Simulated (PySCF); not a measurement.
## CoF: from constants to spectrum

PBE0 constants of CoF, ³Δ (triplet), unpaired electrons σ ↑, δ ↑, a second solution, started from another occupation (PySCF, no relativity, basis sets Co def2-TZVPP, F def2-TZVPP; masses 58.9332 and 18.9984 u):

```
ωe   : 591.0 cm⁻¹
ωexe : 3.11 cm⁻¹
Be   : 0.36593 cm⁻¹
αe   : 0.00295 cm⁻¹
```

(1) What force constant and bond length do these constants imply?

(2) Estimate the centrifugal constant D from the Kratzer relation and find the Dunham coefficient a1.

De is left out where the level can put another filling of the metal’s s and d shells below the measured ground configuration, by anything from nothing to about 1 eV.

## Answers

(1) Reduced mass μred = 14.367 u; k = 5.8918×10⁻⁷·μred·ωe² (u, cm⁻¹, mdyn/Å) = 2.96 mdyn/Å; Re = √(16.8576/(μred·Be)) (u, cm⁻¹, Å) = 1.791 Å.

(2) D = 4Be³/ωe² = 5.61e-07 cm⁻¹; a1 = −1 − αeωe/(6Be²) = -3.17.
